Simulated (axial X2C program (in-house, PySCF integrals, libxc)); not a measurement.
# CoP⁻ along the bond: PBE, scalar-relativistic

Computed with an in-house relativistic program for diatomic molecules. Spin-free means the one-electron spin-free X2C Hamiltonian. Basis: Co dyall-acv3z [10s11p7d4f2g], P dyall-av3z [9s8p3d2f] (cores contracted in-house); Gaussian nuclei, density fitting, unrestricted open shells. Masses: Co 58.933 u, P 30.974 u.

State: M_S = 3/2, Λ = 2 (beyond evenly filled blocks: π+α, π-α, δ+α, δ+β, δ-α). Dipoles are positive if P is the positive end and refer to the centre of mass.

```tsv
R (Å)	μ (D)	HOMO (eV)	LUMO (eV)	⟨S²⟩
1.742	-2.159	0.80	0.79	3.767
1.822	-2.411	0.85	0.85	3.770
1.882	-2.596	0.88	0.88	3.774
1.942	-2.774	0.90	0.90	3.778
2.002	-2.945	0.92	0.92	3.783
2.072	-3.129	0.93	0.93	3.791
2.142	-3.295	0.93	0.93	3.801
2.232	-3.478	0.93	0.93	3.817
2.342	-3.645	0.92	0.92	3.844
2.502	-3.745	0.90	0.90	3.907
```

(1) The minimum lies at 2.009 Å. What is the dipole moment there?

One determinant describes the state; a PBE0 search over occupations chose it and may have missed a lower one. Other states lie close and PBE0, whose exact exchange favours high spin, may order them wrongly; the determinant shown need not be the ground state. The nearest other spin-free determinant of the search, M_S = 1/2, Λ = 2, lies 0.45 eV up at the distance of the search. Without a current term, density functionals place determinants with orbital angular momentum somewhat too high. The highest occupied level of some functionals is positive through self-interaction error; at Hartree–Fock it is bound. The LUMO of an anion is an unbound level whose energy the basis sets. A filled and an empty partner (Λ and −Λ, same spin) share one energy because the functional has no current term.

Answers

(1) At PBE, spin-free, with the sign and origin stated: μ = -2.96 D.
